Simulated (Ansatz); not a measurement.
C$_{6}$H$_{18}$N$_{4}$W, SMILES `C[N]=[W](=[N]C)([N](C)C)[N](C)C`. The species carries charge 0 and has multiplicity 1. W takes the def2 core potential. The structure was optimised at the PBE0-D4/def2-TZVP level. It is one conformer, not always the lowest.

```xyz
29

C     2.569   -1.226   -1.759
N     1.552   -0.589   -1.006
W     0.056   -0.268   -0.128
N    -1.093   -1.604   -0.041
C    -1.710   -2.869   -0.197
N    -0.851    1.220   -1.046
C    -0.163    2.236   -1.807
C    -2.280    1.423   -1.038
N     0.554    0.193    1.721
C     1.817    0.786    2.092
C    -0.300   -0.024    2.864
H     2.752   -0.691   -2.699
H     3.514   -1.242   -1.202
H     2.311   -2.262   -2.009
H    -1.910   -3.329    0.779
H    -2.672   -2.772   -0.715
H    -1.089   -3.565   -0.773
H     0.907    2.035   -1.844
H    -0.310    3.233   -1.366
H    -0.542    2.276   -2.839
H    -2.545    2.374   -0.553
H    -2.782    0.617   -0.503
H    -2.677    1.455   -2.063
H     1.674    1.782    2.537
H     2.465    0.892    1.223
H     2.338    0.166    2.836
H     0.202   -0.652    3.615
H    -0.561    0.926    3.353
H    -1.224   -0.520    2.568
```

What is the dipole moment at B3LYP/def2-TZVPP? (Estimate.)

Computed: 0.35 D, with components (-0.06, 0.31, 0.15) D in this frame, pointing from negative to positive charge.

And with PBE, r2SCAN, ωB97M-V? (Best estimate.)

Ansatz gave: PBE 0.29 D, r2SCAN 0.37 D, ωB97M-V 0.30 D.

Give the Mulliken charges with B3LYP, PBE, r2SCAN in def2-TZVPP. (Estimate.)

The calculation gave: 
| atom | B3LYP | PBE | r2SCAN |
| --- | --- | --- | --- |
| C1 | -0.13 | -0.14 | 0.00 |
| N2 | -0.34 | -0.26 | -0.37 |
| W3 | 0.55 | 0.28 | 0.54 |
| N4 | -0.34 | -0.26 | -0.37 |
| C5 | -0.13 | -0.14 | 0.00 |
| N6 | -0.27 | -0.19 | -0.28 |
| C7 | -0.15 | -0.15 | -0.02 |
| C8 | -0.15 | -0.15 | -0.02 |
| N9 | -0.27 | -0.19 | -0.28 |
| C10 | -0.15 | -0.15 | -0.02 |
| C11 | -0.15 | -0.15 | -0.02 |
| H12 | 0.09 | 0.09 | 0.05 |
| H13 | 0.09 | 0.09 | 0.05 |
| H14 | 0.09 | 0.09 | 0.05 |
| H15 | 0.09 | 0.09 | 0.05 |
| H16 | 0.09 | 0.09 | 0.05 |
| H17 | 0.09 | 0.09 | 0.05 |
| H18 | 0.09 | 0.08 | 0.05 |
| H19 | 0.08 | 0.08 | 0.05 |
| H20 | 0.08 | 0.07 | 0.04 |
| H21 | 0.08 | 0.08 | 0.05 |
| H22 | 0.09 | 0.08 | 0.05 |
| H23 | 0.08 | 0.07 | 0.04 |
| H24 | 0.08 | 0.08 | 0.05 |
| H25 | 0.09 | 0.08 | 0.05 |
| H26 | 0.08 | 0.07 | 0.04 |
| H27 | 0.08 | 0.07 | 0.04 |
| H28 | 0.08 | 0.08 | 0.05 |
| H29 | 0.09 | 0.08 | 0.05 |

B3LYP here is the variant with VWN-RPA as its local correlation; programs differ in this.
